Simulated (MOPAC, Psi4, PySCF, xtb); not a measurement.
Internal rotation in C7H7NSSeSi, SMILES c1c[se]c([SiH2]c2nccs2)c1, singlet. Scanned: dihedral Se3–C4–Si5–C6; all other coordinates were relaxed at GFN2-xTB. Points at φ and −φ are mirror images. Heavy atoms are numbered in the order of the SMILES c1c[se]c([SiH2]c2nccs2)c1, hydrogens after them in the order of the atoms that carry them; the mirror image has the same energies with the sign of each dihedral reversed.

Levels: PM3, restricted, heats of formation // GFN2-xTB (MOPAC); GFN1-xTB // GFN2-xTB (xtb); RHF/LANL2DZ = restricted Hartree-Fock/LANL2DZ, with its core potentials past Ne // GFN2-xTB run with PySCF; PBE-D3(BJ)/def2-SVP // GFN2-xTB (Psi4).

Energies relative to the lowest point of each profile, in kJ/mol; the last columns give the difference from PBE-D3(BJ):

```json
[
 {"φ / °": "-160", "PM3": "21.1", "GFN1-xTB": "4.1", "RHF/LANL2DZ": "0.0", "PBE-D3(BJ)/def2-SVP": "0.0", "PM3 − PBE-D3(BJ)/def2-SVP": "21.1", "GFN1-xTB − PBE-D3(BJ)/def2-SVP": "4.1", "RHF/LANL2DZ − PBE-D3(BJ)/def2-SVP": "0.0"},
 {"φ / °": "-140", "PM3": "20.4", "GFN1-xTB": "6.3", "RHF/LANL2DZ": "1.1", "PBE-D3(BJ)/def2-SVP": "1.1", "PM3 − PBE-D3(BJ)/def2-SVP": "19.2", "GFN1-xTB − PBE-D3(BJ)/def2-SVP": "5.2", "RHF/LANL2DZ − PBE-D3(BJ)/def2-SVP": "-0.1"},
 {"φ / °": "-120", "PM3": "20.5", "GFN1-xTB": "8.6", "RHF/LANL2DZ": "4.9", "PBE-D3(BJ)/def2-SVP": "5.6", "PM3 − PBE-D3(BJ)/def2-SVP": "15.0", "GFN1-xTB − PBE-D3(BJ)/def2-SVP": "3.1", "RHF/LANL2DZ − PBE-D3(BJ)/def2-SVP": "-0.6"},
 {"φ / °": "-100", "PM3": "21.3", "GFN1-xTB": "8.5", "RHF/LANL2DZ": "5.4", "PBE-D3(BJ)/def2-SVP": "6.9", "PM3 − PBE-D3(BJ)/def2-SVP": "14.3", "GFN1-xTB − PBE-D3(BJ)/def2-SVP": "1.6", "RHF/LANL2DZ − PBE-D3(BJ)/def2-SVP": "-1.5"},
 {"φ / °": "-80", "PM3": "23.7", "GFN1-xTB": "7.9", "RHF/LANL2DZ": "7.0", "PBE-D3(BJ)/def2-SVP": "6.0", "PM3 − PBE-D3(BJ)/def2-SVP": "17.7", "GFN1-xTB − PBE-D3(BJ)/def2-SVP": "1.9", "RHF/LANL2DZ − PBE-D3(BJ)/def2-SVP": "1.0"},
 {"φ / °": "-60", "PM3": "23.6", "GFN1-xTB": "9.3", "RHF/LANL2DZ": "22.7", "PBE-D3(BJ)/def2-SVP": "8.2", "PM3 − PBE-D3(BJ)/def2-SVP": "15.4", "GFN1-xTB − PBE-D3(BJ)/def2-SVP": "1.1", "RHF/LANL2DZ − PBE-D3(BJ)/def2-SVP": "14.4"},
 {"φ / °": "-40", "PM3": "10.2", "GFN1-xTB": "4.9", "RHF/LANL2DZ": "26.2", "PBE-D3(BJ)/def2-SVP": "5.2", "PM3 − PBE-D3(BJ)/def2-SVP": "5.1", "GFN1-xTB − PBE-D3(BJ)/def2-SVP": "-0.3", "RHF/LANL2DZ − PBE-D3(BJ)/def2-SVP": "21.0"},
 {"φ / °": "-20", "PM3": "2.2", "GFN1-xTB": "1.1", "RHF/LANL2DZ": "24.2", "PBE-D3(BJ)/def2-SVP": "3.5", "PM3 − PBE-D3(BJ)/def2-SVP": "-1.3", "GFN1-xTB − PBE-D3(BJ)/def2-SVP": "-2.5", "RHF/LANL2DZ − PBE-D3(BJ)/def2-SVP": "20.7"},
 {"φ / °": "0", "PM3": "0.0", "GFN1-xTB": "0.0", "RHF/LANL2DZ": "23.7", "PBE-D3(BJ)/def2-SVP": "3.6", "PM3 − PBE-D3(BJ)/def2-SVP": "-3.6", "GFN1-xTB − PBE-D3(BJ)/def2-SVP": "-3.6", "RHF/LANL2DZ − PBE-D3(BJ)/def2-SVP": "20.2"},
 {"φ / °": "20", "PM3": "2.2", "GFN1-xTB": "1.1", "RHF/LANL2DZ": "24.2", "PBE-D3(BJ)/def2-SVP": "3.5", "PM3 − PBE-D3(BJ)/def2-SVP": "-1.3", "GFN1-xTB − PBE-D3(BJ)/def2-SVP": "-2.5", "RHF/LANL2DZ − PBE-D3(BJ)/def2-SVP": "20.7"},
 {"φ / °": "40", "PM3": "10.2", "GFN1-xTB": "4.9", "RHF/LANL2DZ": "26.2", "PBE-D3(BJ)/def2-SVP": "5.2", "PM3 − PBE-D3(BJ)/def2-SVP": "5.1", "GFN1-xTB − PBE-D3(BJ)/def2-SVP": "-0.3", "RHF/LANL2DZ − PBE-D3(BJ)/def2-SVP": "21.0"},
 {"φ / °": "60", "PM3": "23.6", "GFN1-xTB": "9.3", "RHF/LANL2DZ": "22.7", "PBE-D3(BJ)/def2-SVP": "8.2", "PM3 − PBE-D3(BJ)/def2-SVP": "15.4", "GFN1-xTB − PBE-D3(BJ)/def2-SVP": "1.1", "RHF/LANL2DZ − PBE-D3(BJ)/def2-SVP": "14.4"},
 {"φ / °": "80", "PM3": "23.7", "GFN1-xTB": "7.9", "RHF/LANL2DZ": "7.0", "PBE-D3(BJ)/def2-SVP": "6.0", "PM3 − PBE-D3(BJ)/def2-SVP": "17.7", "GFN1-xTB − PBE-D3(BJ)/def2-SVP": "1.9", "RHF/LANL2DZ − PBE-D3(BJ)/def2-SVP": "1.0"},
 {"φ / °": "100", "PM3": "21.3", "GFN1-xTB": "8.5", "RHF/LANL2DZ": "5.4", "PBE-D3(BJ)/def2-SVP": "6.9", "PM3 − PBE-D3(BJ)/def2-SVP": "14.3", "GFN1-xTB − PBE-D3(BJ)/def2-SVP": "1.6", "RHF/LANL2DZ − PBE-D3(BJ)/def2-SVP": "-1.5"},
 {"φ / °": "120", "PM3": "20.5", "GFN1-xTB": "8.6", "RHF/LANL2DZ": "4.9", "PBE-D3(BJ)/def2-SVP": "5.6", "PM3 − PBE-D3(BJ)/def2-SVP": "15.0", "GFN1-xTB − PBE-D3(BJ)/def2-SVP": "3.1", "RHF/LANL2DZ − PBE-D3(BJ)/def2-SVP": "-0.6"},
 {"φ / °": "140", "PM3": "20.4", "GFN1-xTB": "6.3", "RHF/LANL2DZ": "1.1", "PBE-D3(BJ)/def2-SVP": "1.1", "PM3 − PBE-D3(BJ)/def2-SVP": "19.2", "GFN1-xTB − PBE-D3(BJ)/def2-SVP": "5.2", "RHF/LANL2DZ − PBE-D3(BJ)/def2-SVP": "-0.1"},
 {"φ / °": "160", "PM3": "21.1", "GFN1-xTB": "4.1", "RHF/LANL2DZ": "0.0", "PBE-D3(BJ)/def2-SVP": "0.0", "PM3 − PBE-D3(BJ)/def2-SVP": "21.1", "GFN1-xTB − PBE-D3(BJ)/def2-SVP": "4.1", "RHF/LANL2DZ − PBE-D3(BJ)/def2-SVP": "0.0"},
 {"φ / °": "180", "PM3": "21.8", "GFN1-xTB": "3.2", "RHF/LANL2DZ": "0.7", "PBE-D3(BJ)/def2-SVP": "1.0", "PM3 − PBE-D3(BJ)/def2-SVP": "20.8", "GFN1-xTB − PBE-D3(BJ)/def2-SVP": "2.2", "RHF/LANL2DZ − PBE-D3(BJ)/def2-SVP": "-0.2"}
]
```

PM3 is furthest from PBE-D3(BJ)/def2-SVP at -160 (21.1 kJ/mol, above); its mean absolute difference over the points is 13.5 kJ/mol.

GFN1-xTB is furthest from PBE-D3(BJ)/def2-SVP at -140 (5.2 kJ/mol, above); its mean absolute difference over the points is 2.5 kJ/mol.

RHF/LANL2DZ is furthest from PBE-D3(BJ)/def2-SVP at -40 (21.0 kJ/mol, above); its mean absolute difference over the points is 7.7 kJ/mol.
